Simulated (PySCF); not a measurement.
A series of related molecules.

All values: CAM-B3LYP/def2-SVPD (PySCF) at GFN2-xTB geometries, gas phase, one conformer each. Core orbitals are frozen in the response; Δα² is half the sum of the squared differences of the principal polarisabilities.

Question: Rank by HOMO energy, highest first.
A. `[C@@]1([SiH3])(C[SiH2]1)OC(F)F`
B. `[SiH3]O[C@]1([SiH3])C[SiH2]1`
C. `C([C@@]1([SiH3])[SiH2]C1)=C`
D. `[SiH3][C@]1(Cl)C[SiH2]1`

Answer: C (-7.54 eV), B (-7.67 eV), D (-8.18 eV), A (-8.53 eV).

Question: Rank by polarisability anisotropy Δα, lowest first.
A. `[SiH3][C@@H]1C[SiH2]1`
B. `[F:1][CH2:2][C@@:3]1([SiH3:4])[CH2:5][SiH2:6]1` with F1–C2–C3–Si4 63°
C. `[SiH3:1][O:2][C@:3]1([SiH3:4])[CH2:5][SiH2:6]1` with Si1–O2–C3–Si4 140°
D. `[O:1]=[CH:2][NH:3][C@:4]1([SiH3:5])[CH2:6][SiH2:7]1` with O1–C2–N3–C4 1°, C2–N3–C4–Si5 -10°

Answer: B (2.98 Å³), C (3.41 Å³), A (3.76 Å³), D (4.52 Å³).

Question: Rank by mean static polarisability, lowest first.
A. `[SiH2]1C[C@H]1[SiH3]`
B. `O=CN[C@]1([SiH3])C[SiH2]1`
C. `C=C[C@]1([SiH3])C[SiH2]1`
D. `[SiH3]O[C@]1([SiH3])C[SiH2]1`
E. `[SiH3][C@]1(Cl)C[SiH2]1`
F. `O(C(F)F)[C@@]1([SiH3])[SiH2]C1`

Answer: A (11.67 Å³), E (13.57 Å³), F (14.10 Å³), B (15.00 Å³), C (15.28 Å³), D (15.86 Å³).

All values together:

| SMILES | change | formula | μ (D) | HOMO (eV) | LUMO (eV) | α (Å³) | Δα (Å³) | electrons | α per electron (Å³) |
| --- | --- | --- | --- | --- | --- | --- | --- | --- | --- |
| [SiH3][C@@H]1C[SiH2]1 | parent | C2H8Si2 | 0.88 | -8.18 | 0.95 | 11.67 | 3.76 | 48 | 0.243 |
| FC[C@@]1([SiH3])C[SiH2]1 | H on C replaced by CH2F | C3H9FSi2 | 2.00 | -8.23 | 0.80 | 13.40 | 2.98 | 64 | 0.209 |
| C=C[C@]1([SiH3])C[SiH2]1 | H on C replaced by vinyl | C4H10Si2 | 0.99 | -7.54 | 0.53 | 15.28 | 3.90 | 62 | 0.247 |
| O=CN[C@]1([SiH3])C[SiH2]1 | H on C replaced by NHCHO | C3H9NOSi2 | 4.53 | -7.79 | 0.63 | 15.00 | 4.52 | 70 | 0.214 |
| [SiH3]O[C@]1([SiH3])C[SiH2]1 | H on C replaced by OSiH3 | C2H10OSi3 | 1.33 | -7.67 | 0.79 | 15.86 | 3.41 | 72 | 0.220 |
| FC(F)O[C@]1([SiH3])C[SiH2]1 | H on C replaced by OCHF2 | C3H8F2OSi2 | 3.71 | -8.53 | 0.46 | 14.10 | 3.72 | 80 | 0.176 |
| [SiH3][C@]1(Cl)C[SiH2]1 | H on C replaced by Cl | C2H7ClSi2 | 2.14 | -8.18 | 0.56 | 13.57 | 3.17 | 64 | 0.212 |

Conformers: `[F:1][CH2:2][C@@:3]1([SiH3:4])[CH2:5][SiH2:6]1` with F1–C2–C3–Si4 63°; `[CH2:1]=[CH:2][C@:3]1([SiH3:4])[CH2:5][SiH2:6]1` with C1–C2–C3–Si4 146°; `[O:1]=[CH:2][NH:3][C@:4]1([SiH3:5])[CH2:6][SiH2:7]1` with O1–C2–N3–C4 1°, C2–N3–C4–Si5 -10°; `[SiH3:1][O:2][C@:3]1([SiH3:4])[CH2:5][SiH2:6]1` with Si1–O2–C3–Si4 140°; `[F:1][CH:2]([F:3])[O:4][C@:5]1([SiH3:6])[CH2:7][SiH2:8]1` with F1–C2–O4–C5 145°, C2–O4–C5–Si6 67°.

Give the shifts from the parent, `[SiH3][C@@H]1C[SiH2]1`.

| SMILES | change in μ (D) | change in HOMO (eV) | change in LUMO (eV) | change in mean α (Å³) |
| --- | --- | --- | --- | --- |
| FC[C@@]1([SiH3])C[SiH2]1 | +1.12 | -0.05 | -0.15 | +1.73 |
| C=C[C@]1([SiH3])C[SiH2]1 | +0.11 | +0.64 | -0.42 | +3.61 |
| O=CN[C@]1([SiH3])C[SiH2]1 | +3.65 | +0.39 | -0.32 | +3.33 |
| [SiH3]O[C@]1([SiH3])C[SiH2]1 | +0.45 | +0.51 | -0.16 | +4.19 |
| FC(F)O[C@]1([SiH3])C[SiH2]1 | +2.83 | -0.35 | -0.49 | +2.43 |
| [SiH3][C@]1(Cl)C[SiH2]1 | +1.26 | 0.00 | -0.39 | +1.90 |

How closely does the mean polarisability follow the number of electrons in this set?

The correlation coefficient is 0.66; α per electron runs from 0.176 to 0.247 Å³.
